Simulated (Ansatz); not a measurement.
Question: Predict a relaxed structure of dimethylphenylsulfonium chloride, `C[S+](C)c1ccccc1.[Cl-]`, charge 0, singlet, at r2SCAN-D4/def2-SVP (Ansatz).

Answer: 
```csv
atom,x (Å),y (Å),z (Å)
C1,2.099,-0.140,1.193
S2,0.397,0.375,1.548
C3,-0.407,-1.156,2.093
C4,-0.223,0.346,-0.215
C5,-0.828,1.539,-0.624
C6,-1.333,1.655,-1.924
C7,-1.232,0.580,-2.810
C8,-0.627,-0.613,-2.397
C9,-0.120,-0.734,-1.100
H10,2.593,0.736,0.750
H11,2.527,-0.371,2.178
H12,2.105,-0.984,0.489
H13,0.001,-1.334,3.097
H14,-1.483,-0.937,2.133
H15,-0.205,-1.968,1.381
H16,-0.903,2.376,0.078
H17,-1.806,2.589,-2.241
H18,-1.626,0.669,-3.826
H19,-0.548,-1.456,-3.090
H20,0.349,-1.676,-0.798
Cl21,1.268,0.507,4.085
```
Point group Cs (tolerance 0.1 Å). This is one stationary point.
